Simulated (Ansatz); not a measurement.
The same path of CH7BSn (10 atoms, charge 0, multiplicity 1) was run 3 times with different band settings. Made: B2–H10.

Theory: RKS r2SCAN-D4/def2-SVP in Ansatz.

Relaxed end points:

```xyz
10
Properties=species:S:1:pos:R:3
C -1.200 0.953 -0.686
B -0.289 -0.303 -0.687
Sn 1.179 -0.782 0.966
H -2.141 0.840 -1.249
H -0.594 1.675 -1.282
H -1.384 1.438 0.284
H -0.294 -1.041 -1.649
H 2.794 -0.880 0.387
H 1.172 0.363 2.250
H 0.840 -2.315 1.668
```

```xyz
10
Properties=species:S:1:pos:R:3
C -1.205 0.793 -0.583
B -0.113 -0.344 -0.585
Sn 1.697 -0.218 0.751
H -2.186 0.346 -0.833
H -1.004 1.538 -1.371
H -1.324 1.327 0.373
H 0.168 -0.989 -1.569
H 2.668 -1.650 0.930
H 1.506 0.263 2.417
H -0.124 -1.118 0.473
```

Common settings: movable images 5; start path through a guess of the saddle point; force threshold 0.05 eV/Å; iteration limit 60; end points relaxed.

| run | climbing image | spring | optimiser |
| --- | --- | --- | --- |
| 1 | yes | 5.0 eV/Å² | quadratic models (default) |
| 2 | from the first iteration | 5.0 eV/Å² | fire |
| 3 | yes | 2.0 to 10.0 eV/Å², energy-weighted | quadratic models (default) |

What does each run give, and how far can it be trusted?

Run 1: converged after 14 iterations, highest image 0.348 eV above the first end. A vibrational analysis at the climbing image gives one clearly imaginary mode, 496i cm⁻¹: a first-order saddle point.
Run 2: converged after 51 iterations, highest image 0.355 eV above the first end. The order of the stationary point at the top wasn't checked.
Run 3: converged after 14 iterations, highest image 0.348 eV above the first end. Another band between the same ends (5 images) ends at a top of the same energy, where a vibrational analysis finds 1 clearly imaginary mode.
